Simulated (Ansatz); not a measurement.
`F[Se](F)(F)F`. Total charge 0; spin multiplicity 1.

```xyz
5

F     0.675   -1.189   -0.392
Se   -0.421    0.091   -0.261
F     0.289    0.980    0.991
F    -1.205   -0.861    1.014
F     0.661    0.979   -1.351
```

Task: What are the harmonic wavenumbers in cm⁻¹ at PBE0-D4/def2-TZVP (Ansatz, finite differences of forces, unscaled)? (Estimate.)

Result: The calculation gave: 168, 247, 367, 370, 406, 579, 637, 736, 757.

Task: Is this a minimum?

Result: Yes, all 9 modes are real.

Task: Give the ideal-gas thermochemistry at 298.15 K and 1 bar (rigid rotor, harmonic oscillator; point group C2v, symmetry number 2).

Result: Zero-point energy 25.5 kJ/mol; H(298) − E = 42.2 kJ/mol; entropy 312.4 J/(mol·K), of which translation 171.8, rotation 104.2, vibration 36.5; G(298) − E = -50.9 kJ/mol.
